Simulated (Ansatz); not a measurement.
`F[CH]([SiH3])[ZnH]` at its PBE0-D4/def2-TZVP geometry, where that method's forces vanish. Total charge 0; spin multiplicity 1.

| atom | x (Å) | y (Å) | z (Å) |
| --- | --- | --- | --- |
| F1 | 1.5969 | 0.3344 | 1.0770 |
| C2 | 0.6502 | 0.4535 | 0.0312 |
| Si3 | -0.0791 | -1.2284 | -0.3767 |
| Zn4 | -0.6994 | 1.7890 | 0.5805 |
| H5 | 1.1887 | 0.8288 | -0.8490 |
| H6 | -0.8540 | -1.7591 | 0.7769 |
| H7 | -1.0143 | -1.0129 | -1.5183 |
| H8 | 0.9467 | -2.2355 | -0.7621 |
| H9 | -1.7356 | 2.8304 | 1.0405 |

**Question.** For each bond, give half the difference of the two atoms' forces along it (eV/Å; positive pushes the atoms apart) under PBE-D4, r2SCAN-D4, B3LYP-D4, ωB97M-V in def2-TZVPP. (Estimate.)

**Answer.** Ansatz gave: 
```csv
bond,length (Å),PBE-D4,r2SCAN-D4,B3LYP-D4,ωB97M-V
F1–C2,1.416,0.44,0.37,0.40,0.35
C2–Si3,1.878,0.00,-0.01,0.03,0.00
C2–Zn4,1.976,-0.04,-0.06,0.14,0.02
C2–H5,1.098,0.10,-0.03,-0.17,-0.13
Si3–H6,1.488,0.05,-0.03,-0.08,-0.09
Si3–H7,1.491,0.05,-0.03,-0.07,-0.09
Si3–H8,1.488,0.09,-0.01,-0.09,-0.13
Zn4–H9,1.539,-0.08,-0.17,-0.16,-0.15
```

B3LYP here is the variant with VWN-RPA as its local correlation; programs differ in this.
